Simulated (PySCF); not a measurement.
## Electron correlation in C²⁺ (carbon, charge +2)

[He] 2s2, closed-shell 1S. Calculation: PySCF 2.14, in pcseg-2 (4s3p2d1f, 30 functions); the non-relativistic Hamiltonian (point nucleus). Frozen: 1s2; 2 electrons correlated.

Total MP2 correlation energy: -41.63 mhartree.

Same-spin part 0.00 and opposite-spin part -41.63 mhartree; SCS-MP2 scales them by 1/3 and 6/5 to -49.96 mhartree.

With two correlated electrons CCSD is exact within the correlated space (frozen core and kept virtual orbitals).

```tsv
level	correlation energy (mhartree)
CCSD	-71.38
```

Diagnostics: T1 = 0.0080, D1 = 0.0113, largest double amplitude 0.156.

A double-excitation amplitude exceeds 0.15, a sign of near-degeneracy.

Cost of the coupled-cluster step: 0.05 s of wall time on 1 thread of Intel(R) Xeon(R) 6975P-C (shared host), for 2 correlated electrons.
